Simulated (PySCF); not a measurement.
dimethyl(silyl)silane (C2H10Si2), SMILES C[SiH](C)[SiH3].

Geometry optimised at PBE-D3(BJ)/def2-SVP.

These are PBE-D3(BJ)/def2-SVP (PySCF) values and carry that method's errors.

Frequencies are harmonic and unscaled.

| mode | ν (cm⁻¹) | IR (km/mol) | moving atoms (share of kinetic energy) |
|---|---|---|---|
| 1 | 94 | 0.0 | H 96 % |
| 2 | 124 | 1.4 | C 37 %, H 33 %, Si 29 % |
| 3 | 147 | 0.7 | H 62 %, Si 22 %, C 16 % |
| 4 | 158 | 0.0 | H 98 % |
| 5 | 173 | 0.5 | H 72 %, C 15 %, Si 14 % |
| 6 | 197 | 1.5 | H 38 %, C 38 %, Si 24 % |
| 7 | 399 | 1.3 | Si 70 %, H 23 % |
| 8 | 454 | 15.0 | H 78 %, Si 22 % |
| 9 | 473 | 11.8 | H 86 %, Si 12 % |
| 10 | 596 | 3.5 | H 94 % |
| 11 | 634 | 5.0 | C 52 %, H 32 %, Si 16 % |
| 12 | 675 | 29.4 | H 80 %, Si 13 % |
| 13 | 686 | 5.3 | H 48 %, C 37 %, Si 15 % |
| 14 | 740 | 18.0 | H 52 %, Si 25 %, C 24 % |
| 15 | 809 | 358.9 | H 82 %, C 9 %, Si 9 % |
| 16 | 834 | 37.7 | H 71 %, C 21 % |
| 17 | 865 | 51.1 | H 82 %, C 12 % |
| 18 | 872 | 3.3 | H 77 %, Si 13 %, C 10 % |
| 19 | 905 | 32.9 | H 97 % |
| 20 | 908 | 54.6 | H 97 % |
| 21 | 1209 | 18.3 | H 79 %, C 21 % |
| 22 | 1216 | 6.5 | H 80 %, C 20 % |
| 23 | 1379 | 0.1 | H 96 % |
| 24 | 1380 | 3.5 | H 96 % |
| 25 | 1388 | 4.9 | H 96 % |
| 26 | 1391 | 6.7 | H 96 % |
| 27 | 2127 | 88.5 | H 97 % |
| 28 | 2135 | 52.0 | H 98 % |
| 29 | 2149 | 126.4 | H 96 % |
| 30 | 2152 | 92.4 | H 96 % |
| 31 | 2973 | 4.6 | H 97 % |
| 32 | 2973 | 4.4 | H 97 % |
| 33 | 3071 | 0.0 | H 91 %, C 9 % |
| 34 | 3072 | 6.2 | H 91 %, C 9 % |
| 35 | 3079 | 3.7 | H 91 %, C 9 % |
| 36 | 3079 | 1.7 | H 91 %, C 9 % |
